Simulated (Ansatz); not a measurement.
P$_{2}$, charge +1, doublet, at a GFN2-xTB geometry (a state made from the parent by changing its charge; the spin is typed, not shown lowest); CCSD/def2-SV(P) (Ansatz, a first-principles code).

Input for Ansatz:
Ansatz 0.2 input:
```yaml
crystal:
  periodic: [false, false, false]
  atoms:
    - {symbol: P, position_ang: [-0.00000000, -0.00000000, -0.98489567]}
    - {symbol: P, position_ang: [0.00000000, 0.00000000, 0.98489567]}
basis:
  gaussian:
    orbitals: def2-SV_P_.json
total_charge: 1
magnetization: {spin_polarized: true, initial_magnetization: 1}
correlation: {method: ccsd}
```
The basis file holds def2-SV(P) in the JSON format of the Basis Set Exchange.

Write the output that Ansatz gives for this input, abridged.


```
Functional definition: HF
318 factors; integrals over basis functions are off by at most 1.6e-3 eV
mean field evaluation 1: about -18526.7107 eV, gradient 7.1e0 eV
mean field evaluation 2: about -18526.7147 eV, gradient 7.1e0 eV
mean field evaluation 4: about -18527.2449 eV, gradient 1.1e0 eV
mean field evaluation 8: about -18527.2623 eV, gradient 3.3e-2 eV
mean field evaluation 16: about -18527.2623 eV, gradient 1.0e-5 eV
mean field evaluation 32: about -18527.9827 eV, gradient 5.2e-5 eV
mean field evaluation 64: about -18527.2579 eV, gradient 3.3e-2 eV
mean field evaluation 96: about -18528.2718 eV, gradient 1.4e-1 eV
mean field evaluation 128: about -18527.2866 eV, gradient 4.7e0 eV
mean field evaluation 160: about -18528.2819 eV, gradient 2.9e-1 eV
mean field evaluation 192: about -18527.9679 eV, gradient 4.1e-1 eV
mean field evaluation 224: about -18526.4432 eV, gradient 2.1e-4 eV
mean field evaluation 256: about -18525.1566 eV, gradient 3.1e-1 eV
mean field evaluation 288: about -18524.0541 eV, gradient 2.4e-2 eV
mean field evaluation 320: about -18525.8152 eV, gradient 1.2e-2 eV
mean field evaluation 352: about -18523.8007 eV, gradient 9.2e-1 eV
mean field evaluation 384: about -18524.8551 eV, gradient 3.7e-2 eV
mean field evaluation 416: about -18526.4432 eV, gradient 5.9e-4 eV
mean field evaluation 448: about -18525.1687 eV, gradient 7.4e-2 eV
mean field evaluation 480: about -18524.6236 eV, gradient 5.3e-4 eV
mean field evaluation 512: about -18524.8555 eV, gradient 5.6e-2 eV
mean field evaluation 544: about -18523.8344 eV, gradient 1.6e0 eV
mean field evaluation 576: about -18528.2710 eV, gradient 7.5e-2 eV
mean field evaluation 608: about -18524.7992 eV, gradient 4.3e-4 eV
mean field evaluation 640: about -18526.4347 eV, gradient 9.5e-1 eV
mean field evaluation 672: about -18525.6875 eV, gradient 6.2e-4 eV
mean field evaluation 704: about -18528.2722 eV, gradient 2.1e-2 eV
mean field evaluation 736: about -18528.4120 eV, gradient 7.7e-3 eV
mean field evaluation 768: about -18526.4432 eV, gradient 4.4e-4 eV
mean field evaluation 800: about -18524.8006 eV, gradient 3.3e-2 eV
mean field evaluation 832: about -18525.6875 eV, gradient 2.4e-3 eV
mean field evaluation 864: about -18524.8594 eV, gradient 2.1e-2 eV
mean field evaluation 896: about -18525.1694 eV, gradient 2.9e-4 eV
mean field -18528.41201769 eV, -680.9065826412 hartree, gradient 2.3e-6 eV, S^2 1.155594; 21 other end points of the search recorded, 0 dependent functions left out
determinant -18528.41201769 eV, -680.9065826412 hartree, with singles and doubles -18534.09574302 eV, -681.1154556948 hartree
determinant -18527.98274279 eV, -680.8908070798 hartree, with singles and doubles -18533.62303339 eV, -681.0980839360 hartree
determinant -18527.26226864 eV, -680.8643301432 hartree, with singles and doubles -18533.72074521 eV, -681.1016747795 hartree
determinant -18526.44317921 eV, -680.8342291616 hartree, with singles and doubles -18531.23271295 eV, -681.0102412801 hartree
determinant -18525.81517107 eV, -680.8111502884 hartree, with singles and doubles -18530.94578828 eV, -680.9996969932 hartree
determinant -18525.68746299 eV, -680.8064571029 hartree, with singles and doubles -18530.98319711 eV, -681.0010717422 hartree
determinant -18525.16936794 eV, -680.7874174609 hartree, with singles and doubles -18530.31066472 eV, -680.9763566328 hartree
determinant -18528.41201769 eV, -680.9065826412 hartree, with singles and doubles -18534.10508977 eV, -681.1157991812 hartree
determinant -18527.98274279 eV, -680.8908070798 hartree, with singles and doubles -18533.64929089 eV, -681.0990488815 hartree
determinant -18527.26226864 eV, -680.8643301432 hartree, with singles and doubles -18533.72077715 eV, -681.1016759530 hartree
determinant -18528.27078348 eV, -680.9013923798 hartree, with singles and doubles -18534.12593189 eV, -681.1165651152 hartree
determinant -18528.27078348 eV, -680.9013923798 hartree, with singles and doubles -18534.12589057 eV, -681.1165635969 hartree
10 core orbitals not correlated
reference -18528.27078348 eV, -680.9013923798 hartree; 5, 4 occupied and 21, 22 virtual orbitals, 318 factors
second order -5.06624954 eV of doubles, -0.00000000 eV of singles
cycle   1  -5.85510811 eV  change   -1.0e-6 eV  update   7.2e-7
Total energy: -18534.12589158 eV, -681.1165636340 hartree
```
